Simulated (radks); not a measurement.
All-electron atom: Mn- in [Ar] 3d6 4s2.

All-electron calculation, non-relativistic Kohn-Sham, r2SCAN, spin-polarised, spherical densities, point nucleus; open shells are filled with parallel spins first; meta-GGA in the generalised Kohn-Sham scheme; hard spherical wall at 7 bohr. Program: a radial shooting solver on a logarithmic mesh with Libxc functionals.

Energy parts (eV):
total: -31316.901
kinetic: 31298.505
electron-nucleus: -74709.987
Hartree: 13516.803
exchange-correlation: -1422.223

Orbitals (lengths in bohr, moments of r in powers of bohr; r(90%) holds 90 % of the orbital's charge):
orbital  occ.  eigenvalue (eV)   <1/r>      <r>  r(90%)
1s down     1        -6384.232   24.51  0.06158   0.110
1s up       1        -6384.208   24.51  0.06158   0.110
2s up       1        -729.2912   5.235   0.2820   0.437
2s down     1        -727.2128   5.245   0.2815   0.436
2p up       3        -621.7249   5.168   0.2483   0.407
2p down     3        -620.1638   5.177   0.2478   0.405
3s up       1         -76.9583   1.633   0.8626    1.29
3s down     1         -71.9718   1.624   0.8657    1.30
3p up       3         -45.9066   1.503   0.9137    1.41
3p down     3         -40.9261   1.492   0.9195    1.42
4s up       1           2.2134  0.3920    3.207    4.76
3d up       5           2.5746   1.076    1.326    2.43
4s down     1           2.8878  0.3544    3.442    5.00
4p up       0           6.0550  0.3239    3.710    5.23
4p down     0           6.3255  0.3042    3.862    5.35
3d down     1           6.6736  0.9093    1.776    3.72
4d up       0          11.7950  0.3363    4.175    5.66
4d down     0          12.4816  0.4561    3.869    5.68
5s up       0          13.6018  0.3634    4.031    5.86
5s down     0          14.8004  0.3699    3.948    5.88

The highest occupied level is 3d down at 6.674 eV. The configuration is held as typed, so some empty levels lie below it. Summed over all electrons, <r^2> = 50.15 bohr^2, which gives a Langevin (diamagnetic) susceptibility term of -39.7 x 10^-6 cm^3/mol. The density falls to 0.001 e/bohr^3 at r = 5.02 bohr. Spin moment in Bohr magnetons: 4.
